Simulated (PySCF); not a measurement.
# A survey of 15N NMR shifts

- σ from GIAO-PBE0/pcSseg-1
- GFN2-xTB geometry
- code: PySCF
- one averaged value for each set of equivalent atoms, a single conformation, non-relativistic, in vacuum

Shieldings were converted by a linear fit to measured shifts: 15N (scatter 6.3 ppm rms vs CH3NO2, solution or neat liquid). Occasional misses reach two or three times the rms, and more in compound classes unlike the fitted ones.

Question: Give the 15N shifts of `F[C@@H]([SiH3])[C@H]1CCN1`, `N[SiH](N)N([SiH3])[SiH2]NC=O`, `C[SiH2]N1CC(F)C1`, `F[C@@H]([SiH3])[C@@H]1CCN1`, `C=C[Si@@H](NC)[Si](O)(O)[SiH3]`, `C[C@@H]1CC[Si@@H](F)N1`.

Answer: 
| compound | environment | δ (ppm) |
| --- | --- | --- |
| F[C@@H]([SiH3])[C@H]1CCN1 | amine nitrogen | -334.5 |
| [NH2:1][SiH:2]([NH2:3])[N:4]([SiH3:5])[SiH2:6][NH:7][CH:8]=[O:9] | N7: amide-type nitrogen | -266.8 |
| [NH2:1][SiH:2]([NH2:3])[N:4]([SiH3:5])[SiH2:6][NH:7][CH:8]=[O:9] | N4: nitrogen bonded to 3 Si | -358.2 |
| [NH2:1][SiH:2]([NH2:3])[N:4]([SiH3:5])[SiH2:6][NH:7][CH:8]=[O:9] | N1/3: nitrogen bonded to Si, 2 H (×2) | -365.9 |
| C[SiH2]N1CC(F)C1 | nitrogen bonded to 2 C, Si, in a 4-membered ring | -391.2 |
| F[C@@H]([SiH3])[C@@H]1CCN1 | amine nitrogen | -354.4 |
| C=C[Si@@H](NC)[Si](O)(O)[SiH3] | nitrogen bonded to C, Si, H | -374.0 |
| C[C@@H]1CC[Si@@H](F)N1 | nitrogen bonded to C, Si, H, in a 5-membered ring | -327.7 |
